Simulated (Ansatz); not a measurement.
Species: sum formula SnOCl₂, net charge 0, singlet state. SMILES: [O]=[Sn]([Cl])[Cl]
Geometry: optimised at B3LYP-D3(BJ)/def2-TZVP (Ansatz, a quantum-chemistry and plane-wave program).

Parts of the frozen-core correlation energy in def2-TZVPP (Ansatz, hartree). Frozen orbitals: 20; correlated occupied orbitals by spin: 12 and 12; virtual: 133 and 133. No spin-orbit coupling. In def2 rows, elements after Kr have scalar-relativistic effective core potentials.

```tsv
term	value
reference (HF)	-1207.29416
MP2 opposite-spin	-0.53444
MP2 same-spin	…
CCSD correlation	…
(T)	…
T1 diagnostic	0.023
largest doubles amplitude	0.058
```

Problem. Some entries are withheld; supply them.

Solution. 
- MP2 same-spin, value: -0.18875
- CCSD correlation, value: -0.74277
- (T), value: -0.03747
